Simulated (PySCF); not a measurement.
Dipole response of Si⁻ (silicon, charge -1)

[Ne] 3s2 3p3, high-spin 4S determinant. All numbers are calculated (PySCF 2.14, the spin-free X2C one-electron Hamiltonian (Gaussian nucleus), in aug-cc-pCVQZ-DK). Coupled (time-dependent) response in atomic units; α is the mean over directions.

```
method  mean α (bohr³)  C₆ (like pair)  S(−4)
   UHF           118.7            1642   6998
```

S(−4) is the Cauchy moment in α(ω) = α(0) + S(−4) ω² + …

α(iu) at UHF:

```tsv
u (hartree)	α(iu) (bohr³)
0	118.7
0.0500	104.3
0.100	79.94
0.200	46.28
0.300	28.99
0.500	14.00
0.750	7.228
1.00	4.399
1.50	2.155
2.00	1.305
3.00	0.6584
5.00	0.2900
```

A single London oscillator, α(iu) = α/(1 + u²/ω²), gives C₆ = (3/4) ω α². Matching the computed C₆ needs ω = 4 × 1642 / (3 × 118.7²) = 0.155 hartree.

For an ion, C₆ is the dispersion term alone; charge-induced terms of lower order in 1/R come first.
